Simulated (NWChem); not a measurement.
Species: silylarsine (SiAsH₅); SMILES [SiH3][AsH2]

```xyz
7

Si    -0.0200     1.5741     0.0000
As    -0.0441    -0.8183     0.0000
H     -0.7449     2.0537    -1.2073
H     -0.7449     2.0537     1.2073
H      1.3474     2.1600     0.0000
H      1.0205    -0.9002    -1.1016
H      1.0205    -0.9002     1.1016
```
Atoms are numbered in this order, from 1.

Program: NWChem. Geometry: optimised at B3LYP/6-31G* (spherical d). B3LYP is NWChem's, with the RPA form of VWN correlation. GIAO values for the isolated, static molecule; σ is the absolute isotropic shielding.

What does the run give for B3LYP/pcSseg-2? Quantities: σ Si1 (ppm); σ As2 (ppm); σ H3 (rotor mean) (ppm); σ H6 (ppm).


```json
{
 "σ Si1 (ppm)": "404.0",
 "σ As2 (ppm)": "1888.5",
 "σ H3 (rotor mean) (ppm)": "27.41",
 "σ H6 (ppm)": "29.30"
}
```
